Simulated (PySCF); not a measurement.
Gas-phase reaction: 2 TaCl3NH + 3 Cl2 ⇌ 2 TaCl5 + 2 N + 2 HCl

Method: PySCF energies (xtb for GFN2) plus ideal-gas RRHO corrections (1 bar). † marks an energy on the PBE0/def2-TZVP geometry and frequencies; other levels use their own. MP2 freezes the core. Open shells (unrestricted): N (multiplicity 4); the rest are closed-shell singlets. GFN2 has no spin-polarisation term. Ta: scalar-relativistic def2 core potential, no spin-orbit coupling. TaCl3NH: computed as isolated molecules; such fragments, hydroxides, amides, oligomers or adducts are transient or little studied in the gas. MP2 isn't extrapolated to the basis-set limit.

PBE0/def2-QZVP† gives ΔH°(298 K) = 236 kJ.

Q: What do MP2/def2-TZVPP†, r2SCAN/def2-TZVP†, GFN2-xTB give?

A: MP2/def2-TZVPP†: 198 kJ; r2SCAN/def2-TZVP†: 163 kJ; GFN2-xTB: 845 kJ. For scale, ΔH°(298 K) is 236 kJ at this level, 228 kJ at ωB97M-V/def2-TZVP†, and runs from -310 to 845 kJ over the 17 levels computed.
